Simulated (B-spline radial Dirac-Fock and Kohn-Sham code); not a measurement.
## Radiative decay of the 2s hole in Au⁴⁺

System: Au⁴⁺ in the configuration [Xe] 4f14 5d7.

Input of the calculation (task.json; shells as n, l, electrons):

```json
{"items": [{
  "Z": 79,
  "q": 4,
  "cfg": [[1, 0, 2], [2, 0, 2], [2, 1, 6], [3, 0, 2], [3, 1, 6], [3, 2, 10], [4, 0, 2], [4, 1, 6], [4, 2, 10], [4, 3, 14], [5, 0, 2], [5, 1, 6], [5, 2, 7]],
  "A": 197,
  "rrms": 5.4371,
  "do": ["binding", "quiet", "decay"],
  "holes": ["K", "L1", "L2", "L3", "M1", "M2", "M3", "M4", "M5", "N1", "N2", "N3", "N4", "N5", "N6", "N7"]
}]}
```

Command: `python xray_run.py task.json out`

Method: independent-particle rates on relativistic LDA orbitals of the hole state (multipoles up to L = 3, Coulomb Auger matrix elements, transition energies from Dirac-Fock). Computed with an atomic code on a B-spline grid.

| line | multipole | energy (eV) | width (meV) | share (%) |
| --- | --- | --- | --- | --- |
| L1-L2 | E1 | 627.4 | 0.212 | 0.0187 |
| L1-L3 | E1 | 2442.1 | 29.8 | 2.64 |
| Lβ4 | E1 | 11207.0 | 376 | 33.2 |
| Lβ3 | E1 | 11611.9 | 436 | 38.5 |
| L1-M4 | E2 | – | 12.7 | 1.12 |
| L1-M5 | E2 | 12154.8 | 18.9 | 1.67 |
| Lγ2 | E1 | 13713.2 | 94.9 | 8.39 |
| Lγ3 | E1 | 13810.7 | 118 | 10.5 |
| L1-N4 | E2 | – | 1.83 | 0.162 |
| L1-N5 | E2 | 14024.2 | 2.89 | 0.256 |
| L1-O2 | E1 | 14290.2 | 17.8 | 1.58 |
| Lγ4 | E1 | 14307.2 | 22.1 | 1.95 |
| L1-O4 | E2 | 14363.6 | 0.150 | 0.0132 |
| L1-O5 | E2 | 14365.6 | 0.236 | 0.0209 |

The listed lines hold 100.0 % of the radiative rate. A dash stands for an energy that rests on an unreliable hole state. The radiative width is 1.13 eV in the length form and 1.14 eV in the velocity form; the two differ because the transition energies are not eigenvalue differences of the potential that gave the orbitals.
